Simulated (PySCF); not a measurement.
H₅GaO₃S, singlet, PBE0/def2-SVP optimised geometry.

```
10

Ga    -0.61    -0.47     0.00
O     -1.44     1.13     0.00
H     -0.82     1.86     0.01
O      1.18    -0.47     0.00
H      1.56    -1.33    -0.19
O     -1.56    -1.86    -0.64
H     -2.07    -1.64    -1.42
S     -1.44    -1.16     2.39
H     -2.25    -0.08     2.27
H     -2.24    -1.93     1.61
```

Density from PBE0/def2-TZVP (PySCF 2.14.0) at that geometry.

Minimum of the electron density along straight lines between bonded atoms, close to the bond critical point (lines longer than 1.1 times the sum of covalent radii, or with two minima, are not listed):

```tsv
bond	length / Å	ρ at the minimum / e bohr⁻³	∇²ρ there / e bohr⁻⁵	position (fraction from the first atom)
Ga1–O2	1.796	0.132	0.70	0.48
O2–H3	0.963	0.357	-2.38	0.80
Ga1–O4	1.788	0.135	0.71	0.48
O4–H5	0.962	0.357	-2.38	0.80
Ga1–O6	1.809	0.129	0.67	0.48
O6–H7	0.963	0.356	-2.37	0.80
S8–H9	1.353	0.214	-0.62	0.66
S8–H10	1.356	0.213	-0.61	0.67
```
